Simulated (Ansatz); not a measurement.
Program: Ansatz. Geometries: PBE0-D4/def2-TZVP. ΔE: electronic, gas phase. CCSD(T)/CBS adds triple-zeta CCSD(T) − MP2 to the extrapolated MP2 energy (def2 sets, frozen cores). This one scheme is used for every species. Functionals use def2-TZVPP. Each species was taken in one conformer, which may not be the lowest.

`OCO[SiH3]` + `C=N` → `C=NCO[SiH3]` + H₂O  (substitution at a C–O bond)

(1) Is it downhill or uphill in electronic energy at CCSD(T)/CBS, and by how much? (Estimate.)

(2) What do these levels give: PBE0-D4, ωB97M-V, B2PLYP, r2SCAN, HF/def2-TZVPP, SCS-MP2/def2-TZVPP, CCSD/def2-TZVPP, CCSD(T)/def2-TZVPP, MP2/def2-QZVPP, SCS-MP2/def2-QZVPP, HF/CBS(def2), MP2/CBS(def2)? (Estimate.)

Largest T1 diagnostic among the species: 0.012.

Answers

(1) Ansatz gave: Downhill: ΔE = -0.34 eV.

(2) Ansatz gave: PBE0-D4 -0.31, ωB97M-V -0.27, B2PLYP -0.27, r2SCAN -0.29, HF/def2-TZVPP -0.15, SCS-MP2/def2-TZVPP -0.29, CCSD/def2-TZVPP -0.27, CCSD(T)/def2-TZVPP -0.29, MP2/def2-QZVPP -0.38, SCS-MP2/def2-QZVPP -0.32, HF/CBS(def2) -0.16, MP2/CBS(def2) -0.40 eV.

In def2-TZVPP, CCSD(T) changes the Hartree–Fock value by −0.14 eV (the triples alone add −0.02 eV) and MP2 by −0.20 eV. The D4 term adds −0.06 eV with B3LYP and −0.04 eV with PBE0; it sums over pairs of atoms, weighted by their polarisabilities, and B3LYP, whose exchange is more repulsive, gets the larger term.

B3LYP here is the variant with VWN-RPA as its local correlation; programs differ in this.
